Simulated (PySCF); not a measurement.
SMILES FC(F)(F)C[SiH2][Si](F)(F)F (C2H4F6Si2), GFN2-xTB optimised geometry.

```
14

F     -2.15    -3.33    -2.61
C     -2.52    -2.04    -2.74
F     -2.09    -1.65    -3.95
F     -3.86    -2.03    -2.79
C     -1.96    -1.18    -1.64
Si    -0.05    -1.30    -1.68
Si     0.79    -0.01     0.00
F      2.38    -0.01     0.00
F      0.44     1.54     0.00
F      0.45    -0.42     1.50
H     -2.32    -0.17    -1.80
H     -2.38    -1.54    -0.70
H      0.32    -2.71    -1.51
H      0.40    -0.82    -2.99
```

Density from PBE0/def2-TZVP in PySCF at that geometry.

Minimum of the electron density along straight lines between bonded atoms, close to the bond critical point (lines longer than 1.1 times the sum of covalent radii, or with two minima, are not listed):

```json
[
 {"bond": "F1–C2", "length / Å": "1.344", "ρ at the minimum / e bohr⁻³": "0.283", "∇²ρ there / e bohr⁻⁵": "-0.47", "position (fraction from the first atom)": "0.66"},
 {"bond": "C2–F3", "length / Å": "1.344", "ρ at the minimum / e bohr⁻³": "0.283", "∇²ρ there / e bohr⁻⁵": "-0.47", "position (fraction from the first atom)": "0.34"},
 {"bond": "C2–F4", "length / Å": "1.343", "ρ at the minimum / e bohr⁻³": "0.284", "∇²ρ there / e bohr⁻⁵": "-0.47", "position (fraction from the first atom)": "0.34"},
 {"bond": "C2–C5", "length / Å": "1.497", "ρ at the minimum / e bohr⁻³": "0.271", "∇²ρ there / e bohr⁻⁵": "[?]", "position (fraction from the first atom)": "0.54"},
 {"bond": "C5–Si6", "length / Å": "1.915", "ρ at the minimum / e bohr⁻³": "0.112", "∇²ρ there / e bohr⁻⁵": "0.17", "position (fraction from the first atom)": "0.61"},
 {"bond": "Si6–Si7", "length / Å": "2.281", "ρ at the minimum / e bohr⁻³": "[?]", "∇²ρ there / e bohr⁻⁵": "[?]", "position (fraction from the first atom)": "0.35"},
 {"bond": "Si7–F8", "length / Å": "1.587", "ρ at the minimum / e bohr⁻³": "0.144", "∇²ρ there / e bohr⁻⁵": "1.05", "position (fraction from the first atom)": "0.42"},
 {"bond": "Si7–F9", "length / Å": "1.590", "ρ at the minimum / e bohr⁻³": "0.143", "∇²ρ there / e bohr⁻⁵": "1.04", "position (fraction from the first atom)": "0.42"},
 {"bond": "Si7–F10", "length / Å": "1.590", "ρ at the minimum / e bohr⁻³": "0.143", "∇²ρ there / e bohr⁻⁵": "1.04", "position (fraction from the first atom)": "0.42"},
 {"bond": "C5–H11", "length / Å": "1.090", "ρ at the minimum / e bohr⁻³": "0.276", "∇²ρ there / e bohr⁻⁵": "-0.94", "position (fraction from the first atom)": "0.65"},
 {"bond": "C5–H12", "length / Å": "1.090", "ρ at the minimum / e bohr⁻³": "0.276", "∇²ρ there / e bohr⁻⁵": "-0.94", "position (fraction from the first atom)": "0.65"},
 {"bond": "Si6–H13", "length / Å": "1.468", "ρ at the minimum / e bohr⁻³": "0.125", "∇²ρ there / e bohr⁻⁵": "0.18", "position (fraction from the first atom)": "0.49"},
 {"bond": "Si6–H14", "length / Å": "1.468", "ρ at the minimum / e bohr⁻³": "0.125", "∇²ρ there / e bohr⁻⁵": "0.18", "position (fraction from the first atom)": "0.49"}
]
```

### Question
Fill in the missing entries.

### Answer

- C2–C5, ∇²ρ there / e bohr⁻⁵: -0.73
- Si6–Si7, ρ at the minimum / e bohr⁻³: 0.101
- Si6–Si7, ∇²ρ there / e bohr⁻⁵: -0.09
